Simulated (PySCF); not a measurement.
# Telling isomers of C$_{8}$H$_{13}$OP apart by NMR

Computed data (PySCF 2.14): coordinates at the GFN2-xTB level, σ from GIAO-PBE0/pcSseg-1. No relativistic terms, one averaged value for each set of equivalent atoms, gas phase, single conformer.

Chemical shifts δ = σref − σ; TMS for 1H (31.72 ppm), 13C (186.93 ppm), all at this level. Splittings of carbon signals by F and P are missing where no couplings were computed. Where no couplings were computed, multiplicities follow the n + 1 count of equivalent neighbours, and m marks all less simple cases (inequivalent or close neighbours, rings, F or P nearby). Shifts are as computed. Against solution values, carbons near 30 ppm lie about +3 ppm off and those near 130 ppm about +5 ppm. Of 1211 compounds with measured shifts, 218 miss one by over three times the rms of a fit or turn the order of signals round; such compounds aren't used in these exercises.

(1) Tabulate the signals of `C#C[P@](=O)(C(=C)C)C(C)C`, `CCc1coc(C(C)C)p1` and their relative energies.

(2) What is the quickest way to tell C#C[P@](=O)(C(=C)C)C(C)C from CCc1coc(C(C)C)p1?

Answers

(1) 
```tsv
SMILES	carbon types	δC	δH	E rel. (kcal/mol)
C#C[P@](=O)(C(=C)C)C(C)C	2×C 2×CH 1×CH2 3×CH3	147.6, 138.2, 96.5, 85.9, 34.2, 20.0, 16.5, 14.9	6.50 (m, 1H), 6.36 (m, 1H), 2.23 (m, 1H), 2.02 (m, 3H), 1.69 (m, 1H), 1.49 (m, 3H), 1.06 (m, 3H)	35.2
CCc1coc(C(C)C)p1	2×C 2×CH 1×CH2 3×CH3	223.1, 155.9, 146.5, 38.3, 29.9, 26.0, 22.7	7.72 (m, 1H), 3.05 (m, 1H), 2.75 (m, 2H), 1.40 (d, 6H), 1.36 (t, 3H)	0.0
```

Energies are electronic energies at PBE0/pcSseg-1 on these geometries, without zero-point or thermal terms, each for the one conformer computed, which needn't be the lowest.

(2) Count the carbon signals: 8 against 7. The first has a terminal =CH2 carbon at 138.2 ppm, the second a substituted aromatic carbon next to the ring oxygen (C) at 223.1 ppm. Their most deshielded carbons lie at 147.6 and 223.1 ppm. In the proton spectra the most deshielded non-exchanging signals are 6.50 (m, 1H) and 7.72 (m, 1H).
